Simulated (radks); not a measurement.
Problem. Mn2+, configuration [Ar] 3d4.5 4s0.5 (fractional occupations, a model configuration). Calculated with a radial shooting solver on a logarithmic mesh with Libxc functionals: scalar-relativistic Kohn-Sham, PBE, spin-polarised, spherical densities, finite nucleus; open shells are filled with parallel spins first; Fermi nuclear charge, rms radius 3.7057 fm. Some entries of the table are withheld. Estimate them.

| orbital | occ. | eigenvalue (hartree) | <r^2> (bohr^2) | r(max) (bohr) |
|---|---|---|---|---|
| 1s up | 1 | -237.0388 | 0.004988 | 0.03987 |
| 1s down | 1 | -237.0385 | 0.004988 | 0.03987 |
| 2s up | 1 | -28.13335 | 0.09239 | 0.2326 |
| 2s down | 1 | -28.05790 | 0.09203 | 0.2323 |
| 2p up | 3 | (1) | 0.07529 | 0.1885 |
| 2p down | 3 | (2) | 0.07490 | 0.1882 |
| 3s up | 1 | -3.99483 | 0.8293 | 0.7352 |
| 3s down | 1 | -3.80792 | 0.8348 | 0.7361 |
| 3p up | 3 | -2.84091 | 0.9458 | 0.7505 |
| 3p down | 3 | -2.65684 | 0.9576 | 0.7519 |
| 3d up | 4.5 | -1.05669 | (3) | 0.7501 |
| 3d down | 0 | -0.88224 | (4) | 0.7588 |
| 4s up | 0.5 | -0.78046 | 7.120 | 2.193 |

Solution. 
(1) 2p up eigenvalue (hartree): -23.94415
(2) 2p down eigenvalue (hartree): -23.88666
(3) 3d up <r^2> (bohr^2): 1.524
(4) 3d down <r^2> (bohr^2): 1.651
